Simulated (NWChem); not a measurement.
System: TiOF$_{2}$; SMILES [F][Ti](=[O])[F]

Program: NWChem. Coordinates come from a PBE0/def2-SVP optimisation.

Problem. Order these runs by computing time, cheapest first, and give rough ratios: TPSS/STO-3G; TPSS/aug-pcseg-1; TPSS/def2-SVP.

Solution. TPSS/STO-3G (1), TPSS/def2-SVP (5), TPSS/aug-pcseg-1 (20). Ratios are rough, from one shared machine; the cheapest took around 2.5 core-seconds (rough). What differs between the cheapest and the dearest: highest occupied level (eV) -2.42 → -8.21; orbital gap (eV) 2.43 → 3.96; dipole (D) 2.57 → 2.19.
